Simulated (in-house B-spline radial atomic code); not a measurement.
## Two electrons outside the [He] 2s2 2p6 core: K7+

Computed with an all-electron radial atomic-structure program (B-spline basis): configuration interaction (CI) of the two valence electrons in the field of the frozen Dirac-Fock core, alone and with many-body perturbation theory for the core (screened one- and two-electron correlation potentials), Breit and QED terms; no-pair Dirac Hamiltonian, finite nucleus. Labels give the configuration (outer n counted up each series) and the leading LS term, or the jj pair where no LS term holds 70 %.

The lowest nd levels tend to come out too strongly bound in this method, by some 0.05 to 0.2 eV for each d electron where measurements exist, which shifts their lines and rates.

Command:
```bash
python run_mb.py task.json out
```
Settings (nuclear radius in fm, box in bohr, cutoff in hartree):
```
basis_form          3
Z                   19
core_configuration  [He] 2s2 2p6
rms_radius          3.4349
mass_number         39
speed_of_light      137.036
box_radius          10.0
lmax                6
intervals           63
virtual_cutoff      722.0
```

Cost of the run: 70 s on 1 thread of Intel(R) Xeon(R) Platinum 8488C, on a shared host.

Excitation energies (eV):

```json
{"level": "3s2 1S0", "purity of the LS term": "1.0", "CI alone": "0", "CI + MBPT + Breit + QED": "0", "Landé g of the LS mixture": "-"}
{"level": "3s3p 3P°0", "purity of the LS term": "1.0", "CI alone": "15.774", "CI + MBPT + Breit + QED": "15.877", "Landé g of the LS mixture": "-"}
{"level": "3s3p 3P°1", "purity of the LS term": "0.999", "CI alone": "15.917", "CI + MBPT + Breit + QED": "16.015", "Landé g of the LS mixture": "1.50"}
{"level": "3s3p 3P°2", "purity of the LS term": "1.0", "CI alone": "16.218", "CI + MBPT + Breit + QED": "16.308", "Landé g of the LS mixture": "1.50"}
{"level": "3s3p 1P°1", "purity of the LS term": "0.999", "CI alone": "?", "CI + MBPT + Breit + QED": "?", "Landé g of the LS mixture": "?"}
{"level": "3p2 1D2", "purity of the LS term": "0.968", "CI alone": "37.166", "CI + MBPT + Breit + QED": "37.238", "Landé g of the LS mixture": "1.02"}
{"level": "3p2 3P0", "purity of the LS term": "0.996", "CI alone": "?", "CI + MBPT + Breit + QED": "?", "Landé g of the LS mixture": "?"}
{"level": "3p2 3P1", "purity of the LS term": "1.0", "CI alone": "38.075", "CI + MBPT + Breit + QED": "37.96", "Landé g of the LS mixture": "1.50"}
{"level": "3p2 3P2", "purity of the LS term": "0.968", "CI alone": "38.398", "CI + MBPT + Breit + QED": "38.279", "Landé g of the LS mixture": "1.49"}
{"level": "3p2 1S0", "purity of the LS term": "0.996", "CI alone": "44.595", "CI + MBPT + Breit + QED": "44.369", "Landé g of the LS mixture": "-"}
{"level": "3s3d 3D1", "purity of the LS term": "1.0", "CI alone": "45.757", "CI + MBPT + Breit + QED": "45.617", "Landé g of the LS mixture": "0.50"}
{"level": "3s3d 3D2", "purity of the LS term": "1.0", "CI alone": "45.769", "CI + MBPT + Breit + QED": "45.626", "Landé g of the LS mixture": "1.17"}
```

Q: Where does 3s3p 1P°1 lie?

A: 24.123 eV in CI alone and 23.89 eV with all corrections; g = 1.00.

Q: Where does 3p2 3P0 lie?

A: 37.904 eV in CI alone and 37.793 eV with all corrections.

Q: What is the first ionisation energy?

A: 154.86 eV to the 3s1/2 state of the next ion (154.46 eV from CI alone). NIST lists 154.87 ± 0.05 eV (semi-empirical).

Some electric-dipole lines (reduced elements in atomic units, length form; vacuum wavelengths from the computed energies):

```json
{"upper": "3s3p 3P°1", "lower": "3s2 1S0", "D bare (size)": "0.0334", "D with core polarisation (size)": "0.0326", "λ (nm)": "77.419", "A (s⁻¹)": "1.5e+06"}
{"upper": "3p2 1D2", "lower": "3s3p 3P°1", "D bare (size)": "0.199", "D with core polarisation (size)": "0.194", "λ (nm)": "58.42", "A (s⁻¹)": "7.7e+07"}
{"upper": "3p2 3P1", "lower": "3s3p 3P°0", "D bare (size)": "0.857", "D with core polarisation (size)": "0.837", "λ (nm)": "56.144", "A (s⁻¹)": "2.7e+09"}
{"upper": "3p2 3P1", "lower": "3s3p 3P°1", "D bare (size)": "0.742", "D with core polarisation (size)": "0.725", "λ (nm)": "56.496", "A (s⁻¹)": "2e+09"}
{"upper": "3p2 3P2", "lower": "3s3p 3P°1", "D bare (size)": "0.938", "D with core polarisation (size)": "0.917", "λ (nm)": "55.688", "A (s⁻¹)": "2e+09"}
{"upper": "3p2 1S0", "lower": "3s3p 3P°1", "D bare (size)": "0.0277", "D with core polarisation (size)": "0.027", "λ (nm)": "43.727", "A (s⁻¹)": "1.8e+07"}
{"upper": "3s3d 3D1", "lower": "3s3p 3P°0", "D bare (size)": "0.849", "D with core polarisation (size)": "0.833", "λ (nm)": "41.69", "A (s⁻¹)": "6.5e+09"}
{"upper": "3s3d 3D1", "lower": "3s3p 3P°1", "D bare (size)": "0.735", "D with core polarisation (size)": "0.721", "λ (nm)": "41.884", "A (s⁻¹)": "4.8e+09"}
{"upper": "3s3d 3D2", "lower": "3s3p 3P°1", "D bare (size)": "1.27", "D with core polarisation (size)": "1.25", "λ (nm)": "41.871", "A (s⁻¹)": "8.6e+09"}
```

Weak lines are less accurate than strong ones.
